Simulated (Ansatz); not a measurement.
Geometry optimisation, Ansatz, RKS BLYP/def2-SVP.

Input:

```yaml
crystal:
  periodic: [false, false, false]
  atoms:
    - { symbol: Al, position_ang: [0.0, 0.0, 0.0] }
    - { symbol: H, position_ang: [0.0, 0.0, 1.91] }
    - { symbol: F, position_ang: [1.4635, 0.0, -0.845] }
    - { symbol: Cl, position_ang: [-1.9312, 0.0, -1.115] }
    - { symbol: F, position_ang: [-0.2549, -1.8712, 0.6275] }
    - { symbol: H, position_ang: [-0.1367, -1.0036, 1.7645] }
basis:
  gaussian: { orbitals: def2-SVP }
hamiltonian:
  xc: blyp
relax:
  f_tol: 0.15
  max_steps: 25
  restrain:
    - { distance: [0, 4], at: 2.89, k: 30.0 }
    - { distance: [5, 1], at: 1.86, k: 30.0 }
    - { distance: [0, 1], at: 1.56, k: 30.0 }
    - { distance: [5, 4], at: 0.92, k: 30.0 }
output:
  orbitals: {}
```

Command:

```bash
$ ansatz run input.yaml --threads 1 --pin off --max-ram 2048MiB --backend cpu --events-out ev --progress --plain --runs-dir out
```

Where does it end, and by what steps?

It converged. The restraints hold the end off the free minimum. After 8 steps the energy has fallen by 0.486 eV (the restraints' own energy left out); F5 moved furthest, 0.77 Å. Parted: Al1–F5 (1.99 → 2.88 Å). Joined: F5–H6 (1.44 → 0.94 Å).

```tsv
step	energy less start (eV)	largest force component (eV/Å)	accepted
0	0.0000	3.638	yes
1	0.2242	2.865	yes
2	-0.1440	1.955	yes
3	-0.1795	1.886	yes
4	-0.3713	0.922	yes
5	-0.4388	0.789	yes
6	-0.4633	0.466	yes
7	-0.4782	0.513	yes
8	-0.4865	0.491	yes
```

```xyz
6
Properties=species:S:1:pos:R:3
Al -0.063 0.216 -0.090
H -0.109 0.237 1.477
F 1.416 0.162 -0.865
Cl -1.821 0.442 -1.222
F -0.129 -2.336 1.234
H -0.153 -1.596 1.809
```

Run time: 31 s on 1 thread of Arm Neoverse N1, on a shared host, peak memory 0.13 GiB.
